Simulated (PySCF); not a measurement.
Arsenic: a sound run and one with changed settings

Sound run: As²⁺ [Ar] 3d10 4s2 4p1, As³⁺ [Ar] 3d10 4s2. All numbers are calculated (PySCF 2.14, no relativity, point nucleus, in def2-SVP (5s4p3d, 32 functions)). In the sound run the correlated levels freeze [Ar] 3d10. The sound run starts from symmetry-adapted Hartree-Fock orbitals and uses a fine grid where one is needed.

Changed run: a valence shell is frozen. This setting is unsound on purpose.

Ionisation energy of As²⁺:

```json
{"method": "UHF", "sound run (eV)": "27.463", "changed run (eV)": "27.463"}
{"method": "MP2", "sound run (eV)": "27.624", "changed run (eV)": "27.463"}
{"method": "SCS-MP2", "sound run (eV)": "27.606", "changed run (eV)": "27.463"}
{"method": "CCSD", "sound run (eV)": "27.713", "changed run (eV)": "27.463"}
{"method": "CCSD(T)", "sound run (eV)": "27.726", "changed run (eV)": "27.463"}
{"method": "CCSDT", "sound run (eV)": "n/a", "changed run (eV)": "27.463"}
{"method": "FCI", "sound run (eV)": "n/a", "changed run (eV)": "27.463"}
```

Freezing a valence shell removes pair correlation that changes on ionisation.

For comparison, NIST gives 28.349 ± 0.012 eV between the lowest levels.
